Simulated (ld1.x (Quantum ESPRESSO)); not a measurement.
## Transferability test, TM potential for Mo

| Quantity | Value |
| --- | --- |
| Element | molybdenum (Mo) |
| Generator | ld1.x (Quantum ESPRESSO) 7.5 |
| Type | norm-conserving Troullier–Martins (Kleinman–Bylander form) |
| Functional | LDA (PZ) |
| Relativity | scalar-relativistic |
| Frozen core | [Kr] |
| Valence charge | 6 |
| Reference configuration | 4d5.5 5s0.5 5p0 |
| Partial waves | 5s (bound): rc 2.90 bohr; 5p (bound, empty): rc 3.05 bohr; 4d (bound): rc 1.35 bohr |
| Local potential | all-electron potential smoothed inside 2.40 bohr (lloc = -1) |
| Core correction | Bessel-smoothed model core inside 1.10 bohr |

Energies are relative to the spin-unpolarised reference configuration 4d5.5 5s0.5 5p0; without spin polarisation the order of configurations can differ from experiment. Spin-polarised rows fill each open shell by Hund’s rule, majority spin first. Not all tests gave a result: 2 of 9 tests not solved or not reliable. Left out of the table: 4d5 5s1 5p0 (solver errors, printed error +3.9 eV); 4d4 5s1 5p0 (solver errors, printed error -3.4 eV).

```tsv
valence configuration	charge	ΔE all-electron (eV)	error AE − PS (meV)
4d4 5s0 5p0	+2	22.579	-112
4d2 5s0 5p0	+4	89.237	-1642
4d5 5s0.5 5p0	+0.5	2.554	+56
4d5 5s0 5p1	0	2.935	-7.9
4d5.5 5s0.5 5p0 (spin-polarised)	0	-2.730	+40
4d5 5s1 5p0 (spin-polarised)	0	-4.233	+78
```

(1) What are ΔE and the potential's error for 4d5 5s0 5p0?

Note: ghost state, extra bound levels that the all-electron valence spectrum of the same l lacks: s at -3.4 eV. A true bound ghost makes a file unfit for plane-wave use.

Results:

(1) ΔE = 6.876 eV all-electron; the error (AE − PS) is -5.2 meV.

These tests converged, but a pseudo level misses the all-electron one widely, so the file describes the atom poorly there or has found another state: 4d2 5s0 5p0: empty 5p by 5.1 eV (a node warning on the way).
